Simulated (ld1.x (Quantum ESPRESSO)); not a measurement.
**Ranking TM potentials for Nb**

All share these settings but for the change named:

* Element: Nb
* Generator: ld1.x (Quantum ESPRESSO) 7.5
* Type: norm-conserving Troullier–Martins (Kleinman–Bylander form)
* Functional: PBE
* Relativity: scalar-relativistic
* Frozen core: [Ar] 3d10
* Valence charge: 13
* Reference configuration: 4s2 4p6 4d4 5s0 5p0 (charge +1)
* Partial waves: 4p (bound): rc 1.40 bohr; 4d (bound): rc 2.60 bohr; 4s (bound): rc 1.15 bohr
* Local potential: the s channel
* Core correction: Bessel-smoothed model core inside 0.75 bohr

Cutoff: the first of the cutoffs (Ry, on a coarse ladder) from which the occupation-weighted sum of valence levels, in a spherical-Bessel basis at the reference potential, stays within 10 and 1 mRy of its value at 400 Ry; the density cutoff is not measured.

The base gives 90 Ry.

Of 11 variants that were run, those that failed, showed a ghost or another fault, or gave nearly equal values are left out.

A variant can come out equal or close to the base.

Task: Rank these variants from softest to hardest (loose cutoff).
A. all radii but the core radius scaled by about 1.31 (s 1.50, p 1.84, d 3.40 bohr)
B. wave 4d (bound): rc 2.60 bohr becomes 4d (bound): rc 3.00 bohr
C. wave 4s (bound): rc 1.15 bohr becomes 4s (bound): rc 1.62 bohr

Result: A (60 Ry), C (70 Ry), B (90 Ry).
